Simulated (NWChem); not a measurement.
Species: C₂H₆Zn; SMILES [CH3][Zn][CH3]

All runs: NWChem. Pople sets run with spherical d functions. Structure relaxed at the PBE0/def2-SVP level. Field at 589 nm.

| level | isotropic polarisability (bohr³) | anisotropy (bohr³) |
|---|---|---|
| B3LYP/6-31G* | 46.8 | 23.4 |
| B3LYP/def2-SVP | 45.4 | 28.6 |
| B3LYP/def2-SVPD | 55.3 | 31.5 |
